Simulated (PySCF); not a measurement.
From one molecule to another.

First species: C10H15N.
Cartesian coordinates in Å at the PBE0-D3(BJ)/def2-SVP level; atoms count from 1:
```
atom  x, y, z in Å
C1    -1.302   -2.437    0.779
C2    -1.190   -0.946    1.067
N3    -0.431   -0.212    0.081
C4    -1.173    0.353   -1.022
C5    -1.607    1.796   -0.800
C6     0.940   -0.091    0.168
C7     1.679   -0.759    1.170
C8     3.061   -0.627    1.254
C9     3.769    0.163    0.351
C10    3.053    0.826   -0.645
C11    1.671    0.710   -0.739
H12   -1.780   -2.613   -0.197
H13   -1.907   -2.943    1.548
H14   -0.310   -2.912    0.754
H15   -2.197   -0.499    1.117
H16   -0.751   -0.779    2.064
H17   -2.060   -0.279   -1.191
H18   -0.578    0.269   -1.946
H19   -0.737    2.453   -0.649
H20   -2.179    2.173   -1.662
H21   -2.245    1.880    0.094
H22    1.174   -1.404    1.889
H23    3.593   -1.164    2.044
H24    4.854    0.261    0.420
H25    3.578    1.458   -1.366
H26    1.154    1.265   -1.522
```

Second species: C4H7N3O2Si.
Structure used (PBE0-D3(BJ)/def2-SVP), in Å, numbered top down from 1:
```xyz
17
C4H7N3O2Si angstrom
C      3.273    1.226   -0.077
O      1.904    0.911    0.100
C      1.554   -0.329   -0.230
O      2.318   -1.162   -0.649
C      0.115   -0.590   -0.030
C     -0.570   -1.796   -0.294
N     -1.841   -1.625    0.017
N     -1.906   -0.367    0.450
Si    -3.421    0.419    1.026
N     -0.763    0.290    0.438
H      3.390    2.269    0.237
H      3.909    0.569    0.534
H      3.569    1.110   -1.131
H     -0.184   -2.735   -0.685
H     -3.678    1.599    0.160
H     -3.208    0.834    2.437
H     -4.479   -0.611    0.899
```

Levels: CAM-B3LYP/def2-SVPD for dipole moment, HOMO energy, LUMO energy, HOMO–LUMO gap, static isotropic polarisability and electronic spatial extent ⟨r²⟩ about the centre of nuclear charge; TDDFT CAM-B3LYP/def2-SVPD for lowest singlet excitation; TDA CAM-B3LYP/def2-SVPD for lowest triplet excitation (Tamm–Dancoff); PBE0-D3(BJ)/def2-SVP for rotational constant A and rotational constant C. Geometries: PBE0-D3(BJ)/def2-SVP. Each structure is a single optimised conformer of the isolated species, non-relativistic unless stated; the electronic structure was computed with PySCF and density fitting.

Dipoles, sizes and rotational constants follow the conformer. The torsions of the flexible species, by atom-mapped SMILES:
- `[CH3:1][CH2:2][N:3]([CH2:4][CH3:5])[c:6]1[cH:7][cH:8][cH:9][cH:10][cH:11]1`: C1–C2–N3–C4 91°, C2–N3–C4–C5 93°, C2–N3–C6–C7 5°
- `[CH3:1][O:2][C:3](=[O:4])[c:5]1[cH:6][n:7][n:8]([SiH3:9])[n:10]1`: C1–O2–C3–O4 0°, O2–C3–C5–C6 179°

Values for the first species:

- Dipole moment: 2.09 D
- HOMO energy: -6.58 eV
- LUMO energy: 1.07 eV
- HOMO–LUMO gap: 7.65 eV
- Lowest singlet excitation: 4.64 eV
- Lowest triplet excitation (Tamm–Dancoff): 3.81 eV
- Static isotropic polarisability: 129.6 au
- Electronic spatial extent ⟨r²⟩ about the centre of nuclear charge: 2011 bohr²
- Rotational constant A: 1.668 GHz
- Rotational constant C: 0.595 GHz

Problem. Estimate the same properties for the second species, and the change in each.

Solution. 
```csv
property,first,second,second less first
dipole moment,2.09 D,2.30 D,+0.21 D
HOMO energy,-6.58 eV,-9.48 eV,-2.90 eV
LUMO energy,1.07 eV,-0.26 eV,-1.33 eV
HOMO–LUMO gap,7.65 eV,9.22 eV,+1.57 eV
lowest singlet excitation,4.64 eV,5.44 eV,+0.80 eV
lowest triplet excitation (Tamm–Dancoff),3.81 eV,4.56 eV,+0.75 eV
static isotropic polarisability,129.6 au,101.5 au,-28.1 au
electronic spatial extent ⟨r²⟩ about the centre of nuclear charge,2011 bohr²,2151 bohr²,+140 bohr²
rotational constant A,1.668 GHz,2.944 GHz,+1.276 GHz
rotational constant C,0.595 GHz,0.500 GHz,-0.095 GHz
```

On the first: The principal polarisabilities are 89.4, 133.6 and 165.9 au; their mean is the isotropic value. The vertical singlet–triplet gap S1 − T1 is 0.83 eV (TDDFT singlet less Tamm–Dancoff triplet).

On the second: S1 lies 3.78 eV below the HOMO–LUMO gap; its leading configuration is HOMO−1→LUMO, weight 0.80. The principal polarisabilities are 69.4, 100.3 and 134.7 au; their mean is the isotropic value.
